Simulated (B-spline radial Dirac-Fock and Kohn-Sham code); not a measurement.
# Hf: non-radiative channels of the N2 vacancy

System: neutral hafnium in the configuration [Xe] 4f14 5d2 6s2.

Model: independent-particle radiative and Coulomb Auger rates from relativistic LDA hole-state orbitals, with Dirac-Fock energies. Program: a radial B-spline solver. Kinetic energies are configuration averages from the vacuum level; the two-hole energies are estimated from single-hole states.

```
transition  kinetic energy (eV)  width (meV)  share (%)
   N2-N3O3                 7.09          153        1.2
   N2-N3N6                15.82          684        5.2
   N2-N3N7                18.14          586        4.5
   N2-N4O1                127.7          545        4.2
   N2-N5O1                138.3         85.6        0.7
   N2-N4O2                159.1          384        2.9
   N2-N4O3                167.4          630        4.8
   N2-N5O2                169.6          345        2.6
   N2-N4N7                178.0         4910       37.6
   N2-N5O3                178.1         74.0        0.6
   N2-N4N6                178.6         2330       17.8
   N2-N5N6                187.1          629        4.8
   N2-N5N7                190.4          164        1.3
   N2-N6O2                369.3          223        1.7
   N2-N7O2                370.8          358        2.7
   N2-N6N7                389.0          344        2.6
```

Coster-Kronig rates are the weakest part of this model and often come out 1.5 to 2.5 times too large. Super-Coster-Kronig decay this fast strains the one-particle picture, and such widths tend to come out too large. The listed channels hold 95 % of the non-radiative rate. Summed by principal shells, of 13.0 eV in all: NNN 74.4 %, NNO 24.1 %, NNP 0.8 %, NOO 0.6 %.

Values without a named source are computed, but for edge energies of neutral atoms, which are taken from tables.
